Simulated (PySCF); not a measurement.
Electron correlation in Re⁻ (rhenium, charge -1)

[Xe] 4f14 5d6 6s2, high-spin 5D determinant. All numbers are calculated (PySCF 2.14, a scalar-relativistic core potential, in aug-cc-pVTZ-PP with ECP60MDF (6s6p5d3f2g, 88 functions)). Frozen: 5s2 5p6; 8 electrons correlated.

MP2 pair energies summed by pair of shells (mhartree):

| pair | energy | share (%) |
| --- | --- | --- |
| 5d-5d | -103.96 | 60.6 |
| 5d-6s | -55.49 | 32.4 |
| 6s-6s | -11.98 | 7.0 |

Total MP2 correlation energy: -171.44 mhartree.

Same-spin part -80.30 and opposite-spin part -91.14 mhartree; SCS-MP2 scales them by 1/3 and 6/5 to -136.14 mhartree.
